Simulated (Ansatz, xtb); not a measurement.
Relative energy of two isomers of GeH9NOSi2

Structure I: `O[SiH2]N[SiH2][GeH3]`, a singlet. Structure II: `O[SiH2][N]([SiH3])[GeH3]`, a singlet. Both are isolated molecules in the gas phase, relaxed with PBE-D3(BJ)/def2-SVP; the shapes shown needn't be the lowest conformers.

I (Å):

```xyz
14

Ge    0.7135    0.8381   -0.8406
N    -0.7516   -1.7976    0.7959
O    -1.6738   -4.4072    1.6084
Si   -0.3905   -3.4960    1.0169
Si   -0.9439   -0.8859   -0.6967
H    -2.4565   -4.4341    1.0305
H     0.0648   -3.9724   -0.3351
H     0.6556   -3.6699    2.0726
H    -0.8595   -1.2529    1.6594
H    -0.7862   -1.8638   -1.8284
H    -2.3131   -0.2563   -0.8017
H     0.5184    1.7552   -2.0796
H     0.6569    1.7379    0.4264
H     2.1373    0.2221   -0.9092
```

II (Å):

```xyz
14

Ge   -1.0261    1.7807   -1.8037
N    -1.3549    0.5988   -0.3763
O    -2.2879   -1.4815   -2.0539
Si   -1.2927   -1.1148   -0.7456
Si   -1.7295    1.2882    1.2004
H    -3.2273   -1.2661   -1.9159
H    -1.6797   -1.8376    0.5169
H     0.0571   -1.5458   -1.2309
H    -2.7791    2.3630    1.0630
H    -0.5248    1.9223    1.8479
H    -2.2497    0.1993    2.0970
H    -2.3643    2.1995   -2.4685
H    -0.3183    3.0298   -1.2147
H    -0.1167    1.0459   -2.8180
```

Q: Estimate which is lower in electronic energy at CCSD(T)/def2-SVP + ΔMP2/def2-TZVPP, and by roughly how much.

A: Too close to call at this level: CCSD(T)/def2-SVP + ΔMP2/def2-TZVPP gives E(II) − E(I) = −6.23 kJ/mol.

Level by level:

| level | geometry | E(II) − E(I) (kJ/mol) | departure from the last row (kJ/mol) | job, with rough time for the two |
| --- | --- | --- | --- | --- |
| PBE-D3(BJ)/def2-SVP | PBE-D3(BJ)/def2-SVP | +13.13 | +19.36 | optimisation, 7.4 min |
| HF/def2-SVP | PBE-D3(BJ)/def2-SVP | −9.42 | −3.19 | part of the CCSD(T) run |
| MP2/def2-SVP | PBE-D3(BJ)/def2-SVP | −15.83 | −9.61 | part of the CCSD(T) run |
| CCSD(T)/def2-SVP | PBE-D3(BJ)/def2-SVP | −11.94 | −5.71 | single point |
| CCSD(T)/def2-SVP + ΔMP2/def2-TZVPP | PBE-D3(BJ)/def2-SVP | −6.23 |  | single point, 3.8 min |

As drawn, II has 1 Ge–N, 1 Si–H in place of 1 Ge–Si, 1 N–H.

PBE-D3(BJ)/def2-SVP puts the two in the other order. The largest departure from CCSD(T)/def2-SVP + ΔMP2/def2-TZVPP is that of PBE-D3(BJ)/def2-SVP, 19.36 kJ/mol. A small imaginary or near-zero mode remains, so no thermal terms are given. Levels run at GFN2-xTB geometries aren't shown. The last row adds to CCSD(T) the change of the MP2 difference between the two basis sets, here +5.71 kJ/mol.

The correlated steps freeze 21 core orbitals; the filled d shell of Ge is correlated, in a basis made for valence electrons. Codes used: Ansatz 0.2.0, xtb 6.7.1; the last row on 2 threads of AMD EPYC (Zen 3) on a shared host.
